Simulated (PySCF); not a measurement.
Compound: Si(vinyl)2(SiMe3)2, C10H24Si3.
Geometry (PBE0-D3(BJ)/def2-SVP, Å), atoms numbered from 1 in this order:
```xyz
37
C10H24Si3 angstrom
Si     0.565   -0.029    0.332
C      0.757    0.082    2.206
C      1.684    0.812    2.842
H      0.032   -0.462    2.828
H      2.440    1.386    2.295
H      1.733    0.868    3.935
C      2.242   -0.121   -0.523
C      3.410   -0.433    0.054
H      2.246    0.067   -1.606
H      3.484   -0.639    1.127
H      4.341   -0.498   -0.521
Si    -0.551    1.914   -0.381
C     -1.020    1.781   -2.207
C     -2.109    2.152    0.658
C      0.602    3.385   -0.121
H     -1.491    2.715   -2.555
H     -1.737    0.961   -2.371
H     -0.137    1.592   -2.837
H     -2.811    1.313    0.534
H     -1.850    2.220    1.727
H     -2.632    3.079    0.375
H      0.881    3.473    0.941
H      1.529    3.268   -0.705
H      0.120    4.328   -0.428
Si    -0.599   -1.984   -0.253
C     -2.422   -1.860    0.229
C     -0.457   -2.233   -2.120
C      0.199   -3.445    0.636
H     -2.951   -2.800    0.001
H     -2.922   -1.049   -0.323
H     -2.541   -1.657    1.305
H     -0.891   -1.387   -2.675
H      0.599   -2.327   -2.419
H     -0.982   -3.150   -2.433
H      1.270   -3.507    0.387
H      0.114   -3.338    1.728
H     -0.277   -4.397    0.349
```

The closed-shell ground state was solved at several levels (PySCF, density fitting, gas phase, non-relativistic).

| level | basis functions | HOMO (eV) | LUMO (eV) | gap (eV) | dipole (D) |
| --- | --- | --- | --- | --- | --- |
| CAM-B3LYP/def2-SVPD | 464 | -7.54 | 0.55 | 8.09 | 0.27 |
| wB97X-D/pcSseg-1 | 362 | -8.09 | 1.29 | 9.38 | 0.19 |

**Question.** What might PBE0/pcSseg-1 (362 basis functions) give for the same quantities?

**Answer.** HOMO -6.38 eV, LUMO -0.47 eV, gap 5.91 eV, dipole 0.25 D.

**Question.** Over all these levels, which gives the widest orbital gap and which the narrowest?

**Answer.** wB97X-D/pcSseg-1 (range-separated hybrid) has the widest, 9.38 eV, and PBE0/pcSseg-1 (global hybrid, 25 % exact exchange) the narrowest, 5.91 eV. The two share the basis. From the narrowest to the widest the HOMO moves by -1.71 eV and the LUMO by +1.76 eV.

**Question.** How far do the dipole and the HOMO energy spread over the levels?

**Answer.** The dipole runs from 0.19 to 0.27 D (mean 0.24 D) and the HOMO from -8.09 to -6.38 eV.

One conformer stands for the species.
